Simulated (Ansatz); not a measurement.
Consider the ligand exchange at a B–O bond: `CN(C)BO` + H–F → `CN(C)BF` + H₂O.

Program: Ansatz. Geometries: PBE0-D4/def2-TZVP. ΔE: electronic, gas phase. CBS: MP2 limit from def2 TZ/QZ plus the TZ coupled-cluster correction, frozen cores. This one scheme is used for every species. DFT in def2-TZVPP. One conformer a species, not always the lowest.

`CN(C)BO`:

```xyz
13

C     1.384    0.204   -0.182
N    -0.006   -0.114    0.030
C    -0.253   -1.483    0.400
B    -1.033    0.824   -0.112
O    -0.727    2.116   -0.468
H     1.810   -0.411   -0.984
H     1.488    1.252   -0.456
H     1.972    0.019    0.725
H     0.102   -2.175   -0.374
H    -1.321   -1.644    0.541
H     0.263   -1.741    1.334
H    -2.171    0.487    0.081
H    -1.507    2.666   -0.535
```

H–F:

```xyz
2

F     0.018   -0.279   -0.365
H    -0.018    0.279    0.365
```

`CN(C)BF`:

Cartesian coordinates in Å:
```
C 0.362 -0.443 1.237
N -0.082 0.149 0.000
C 0.231 -0.623 -1.179
B -0.755 1.365 -0.039
F -1.149 1.875 -1.215
H 1.450 -0.578 1.241
H 0.090 0.199 2.075
H -0.097 -1.427 1.389
H 1.313 -0.763 -1.277
H -0.231 -1.616 -1.128
H -0.137 -0.113 -2.068
H -0.996 1.975 0.962
```

H₂O:

Z-matrix (Å, degrees):
```
O
H 1 0.960
H 1 0.960 2 105.1
```

```json
{"species": "`CN(C)BO`", "r2SCAN-D4 energy (Eh)": "-235.89435"}
{"species": "H–F", "r2SCAN-D4 energy (Eh)": "-100.44667"}
{"species": "`CN(C)BF`", "r2SCAN-D4 energy (Eh)": "-259.92662"}
{"species": "H₂O", "r2SCAN-D4 energy (Eh)": "-76.42324"}
```

Question: Work out ΔE.

Answer: ΔE = (-259.92662) + (-76.42324) − (-235.89435) − (-100.44667) = -0.00884 Eh = -23.2 kJ/mol. CCSD(T)/CBS gives -20.4 kJ/mol.

Largest T1 diagnostic among the species: 0.012.

Leaving LDA and LC-ωPBE aside and taking each functional with its dispersion term where it has one, the values, not all of them listed here, spread over 6.6 kJ/mol, from B97M-V to revPBE-D4. LDA lies +5.5 kJ/mol from PBE without D4. In def2-TZVPP, CCSD(T) changes the Hartree–Fock value by +9.5 kJ/mol (the triples alone add +1.3 kJ/mol) and MP2 by +12.2 kJ/mol.
